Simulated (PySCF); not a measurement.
Record of a relaxation.

C₂H₄Cl₂O₂Si.
Atom-mapped SMILES: `[O:1]=[CH:2][O:3][Si@H:4]([Cl:5])[CH2:6][Cl:7]` (hydrogens: H8 on C2; H9 on Si4; H10, H11 on C6)

Computed by this run: PySCF, PBE0-D3(BJ)/def2-SVP geometry optimisation, gas phase; density fitting, grid level 1; the optimiser is geomeTRIC in internal coordinates, started from a GFN2-xTB structure with every atom displaced at random (about 0.01 Å). 6 of its 9 geometries are shown. The frame can shift and turn from step to step; on so coarse a grid that alone can change the energy by a few meV, and forces under 0.02 eV/Å are noise.

Step 0: E = -39125.5978 eV, largest atomic force 2.925 eV/Å
```
atom  x, y, z in Å  |  force x, y, z in eV/Å
O1      1.999    0.418    0.948   -0.375   0.273   0.739
C2      1.990   -0.079   -0.130    1.005  -0.168  -0.851
O3      0.972   -0.741   -0.678    2.269   0.331  -0.852
Si4    -0.501   -0.902   -0.035   -2.248   1.112   1.505
Cl5    -1.497   -1.788   -1.540   -0.593  -0.426  -0.423
C6     -1.245    0.835    0.353    0.421  -0.682  -0.584
Cl7    -1.108    1.856   -1.109    0.017   0.048  -0.070
H8      2.879   -0.062   -0.813   -0.372  -0.056   0.076
H9     -0.468   -1.705    1.197   -0.037  -0.291   0.115
H10    -2.294    0.808    0.645   -0.356  -0.163   0.060
H11    -0.689    1.333    1.147    0.269   0.023   0.283
```

Step 2: E = -39125.7920 eV, largest atomic force 0.531 eV/Å
```
atom  x, y, z in Å  |  force x, y, z in eV/Å
O1      1.893    0.392    0.993   -0.275  -0.080  -0.088
C2      1.975   -0.082   -0.106    0.418  -0.030  -0.067
O3      1.017   -0.745   -0.744   -0.464   0.007   0.258
Si4    -0.546   -0.876   -0.035    0.335   0.009  -0.169
Cl5    -1.671   -1.796   -1.477    0.016   0.027   0.004
C6     -1.192    0.846    0.317   -0.065   0.010   0.034
Cl7    -1.019    1.866   -1.138    0.010   0.002   0.001
H8      2.893   -0.039   -0.729    0.018   0.039  -0.012
H9     -0.486   -1.758    1.154   -0.005   0.037   0.036
H10    -2.251    0.835    0.614    0.009  -0.018  -0.009
H11    -0.600    1.297    1.126    0.004  -0.003   0.013
```

Step 3: E = -39125.7664 eV, largest atomic force 0.912 eV/Å
```
atom  x, y, z in Å  |  force x, y, z in eV/Å
O1      1.765    0.372    0.955    0.519   0.250   0.107
C2      1.970   -0.104   -0.129   -0.231  -0.104   0.235
O3      1.017   -0.761   -0.775    0.598  -0.079  -0.685
Si4    -0.502   -0.848   -0.046   -0.512  -0.102   0.456
Cl5    -1.633   -1.758   -1.479   -0.150  -0.140  -0.112
C6     -1.197    0.846    0.326    0.075  -0.095  -0.024
Cl7    -1.040    1.868   -1.119    0.013   0.199  -0.156
H8      2.936   -0.077   -0.689   -0.268   0.041   0.154
H9     -0.444   -1.691    1.176    0.017  -0.041  -0.086
H10    -2.254    0.804    0.619   -0.049  -0.034   0.022
H11    -0.607    1.289    1.137   -0.014   0.104   0.088
```

Step 5: E = -39125.8032 eV, largest atomic force 0.123 eV/Å
```
atom  x, y, z in Å  |  force x, y, z in eV/Å
O1      1.859    0.387    0.976   -0.005   0.043  -0.012
C2      1.985   -0.094   -0.116    0.014  -0.104   0.063
O3      1.022   -0.747   -0.758   -0.051   0.028  -0.015
Si4    -0.526   -0.862   -0.041    0.044   0.005  -0.017
Cl5    -1.654   -1.786   -1.479   -0.006  -0.004   0.004
C6     -1.203    0.847    0.319    0.024   0.006  -0.011
Cl7    -1.034    1.887   -1.122    0.001  -0.003   0.010
H8      2.921   -0.071   -0.709   -0.004   0.035  -0.021
H9     -0.465   -1.726    1.162    0.003   0.000   0.000
H10    -2.265    0.806    0.604   -0.005  -0.004  -0.007
H11    -0.628    1.299    1.140   -0.015  -0.003   0.006
```

Step 6: E = -39125.8028 eV, largest atomic force 0.175 eV/Å
```
atom  x, y, z in Å  |  force x, y, z in eV/Å
O1      1.857    0.398    0.974    0.005  -0.058   0.037
C2      1.987   -0.100   -0.110   -0.048   0.147  -0.081
O3      1.022   -0.750   -0.755   -0.035  -0.047   0.037
Si4    -0.527   -0.865   -0.041    0.052   0.007  -0.031
Cl5    -1.656   -1.790   -1.478    0.006   0.008   0.010
C6     -1.201    0.845    0.318   -0.004   0.016  -0.003
Cl7    -1.023    1.890   -1.119    0.001  -0.017   0.016
H8      2.916   -0.060   -0.713    0.033  -0.049   0.018
H9     -0.467   -1.730    1.160    0.001   0.003   0.009
H10    -2.265    0.804    0.596   -0.004   0.002  -0.011
H11    -0.633    1.297    1.145   -0.007  -0.013   0.000
```

Step 8: E = -39125.8039 eV, largest atomic force under 0.02 eV/Å
```
atom  x, y, z in Å  |  force x, y, z in eV/Å
O1      1.858    0.390    0.978   -0.002   0.001  -0.002
C2      1.986   -0.094   -0.113    0.003  -0.002   0.005
O3      1.023   -0.745   -0.758   -0.002   0.004  -0.007
Si4    -0.523   -0.863   -0.042    0.001  -0.002   0.004
Cl5    -1.651   -1.790   -1.477   -0.003  -0.002   0.001
C6     -1.205    0.844    0.317    0.004   0.002   0.000
Cl7    -1.024    1.891   -1.117    0.003   0.000   0.002
H8      2.921   -0.062   -0.709    0.000   0.002   0.000
H9     -0.461   -1.725    1.162    0.004   0.001   0.000
H10    -2.270    0.798    0.589   -0.002   0.000  -0.008
H11    -0.642    1.295    1.147   -0.006  -0.003   0.005
```

**Question.** Summarise the path.

**Answer.** The energy falls by 4.75 kcal/mol from step 0 to step 8; nine tenths of that is first reached at step 2. It rises by more than 0.2 meV at steps 3 and 6. The largest force goes from 2.925 to under 0.02 eV/Å. Among the bonds O3–Si4 changes most, from 1.616 to 1.708 Å; the atoms move by 0.086 Å rms after alignment.

The cost below is that of the whole optimisation. The run took 75 s of wall time on one thread of an Arm Neoverse V1, shared host with 32 logical CPUs at a one-minute load of 30, and the process peaked at 0.55 GiB of memory.
